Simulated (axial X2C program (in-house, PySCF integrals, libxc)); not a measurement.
**SiTe: properties at the nuclei**

Calculated with an in-house all-electron X2C program for linear molecules (integrals from PySCF): two-component X2C with atomic mean-field Coulomb and Gaunt terms, Gaussian nuclei, basis Te dyall-cv3z, Si dyall-v3z with contracted cores.

R = 2.277 Å (near the PBE0 minimum at charge 0 of the determinant lowest at the starting distance; the state shown can have its own minimum elsewhere).

Determinant lowest in the PBE0 search, Ω = 0 (closed shell), highest spinor 66% Te p, 29% Si p, 4% Si d:

```csv
level,qzz Te (a.u.),qzz Si (a.u.),μ (D)
PBE0,-1.43,-1.52,0.76
HF,-0.97,-1.88,1.45
TPSSh,-1.37,-1.46,0.63
B3LYP,-1.39,-1.54,0.81
LDA,-1.59,-1.42,0.65
```

Determinant 2.41 eV from it at PBE0 and this distance, Ω = 1 (⟨Sz⟩ = 1.00, ⟨Lz⟩ = 0.00 at PBE0), spin on the atoms Te 0.47, Si 0.53:

```tsv
level	Eeff magnitude (GV/cm)	Ws magnitude Te (kHz)	A∥/gI Te (MHz)	qzz Te (a.u.)	A∥/gI Si (MHz)	qzz Si (a.u.)	μ (D)
PBE0	0.452	0.273	328	-3.38	-220	-0.85	-1.07
HF	1.69	1.01	435	-3.17	-208	-1.00	-0.76
TPSSh	0.458	0.272	336	-3.39	-189	-0.81	-1.17
B3LYP	0.264	0.157	367	-3.42	-211	-0.86	-1.01
LDA	0.16	0.0998	331	-3.59	-209	-0.80	-1.11
```

Eeff is the effective electric field on the electron electric dipole moment in this Ω state and Ws the scalar–pseudoscalar constant of the nucleus named (defined with the proton number Z and per Ω); A∥ (defined per Ω) follows by multiplying with gI = μI/(I μN); qzz is the electric field gradient, eQq0 = 234.96 MHz × Q/barn × qzz; μ is positive if the Si end (last atom) is positive. The operators were transformed with the bare-nucleus X2C matrices; with these basis sets, hyperfine constants and field gradients can be off by tens of per cent, and where levels differ in sign neither size nor sign is settled.

Each state is one determinant with collinear spin, which with several unpaired electrons need not be a pure state. Unrestricted Hartree–Fock can overshoot spin polarisation at the nuclei. In the state Ω = 1 the sign of Eeff differs between levels (LDA against PBE0). A closed determinant beside an open π² or δ² triplet, such as (π1/2)², mixes with its partner pair into the 0⁺ component of the triplet and ¹Σ⁺, so its energy is not that of a level, and 0⁺ can lie lowest. With several open shells hyperfine constants can be off by a factor of several. Where Eeff spreads by more than a factor of two the levels disagree and none is to be relied on. Open-shell Ω = 0 determinants with evenly filled partner blocks cannot be reached by this program, so the Ω shown need not be the lowest component. The search compared states at one distance, so a state with another bond length can lie lower. The sign of Ws at Te differs between levels in the second state. PBE0 term energies can be off by some tenths of an eV.
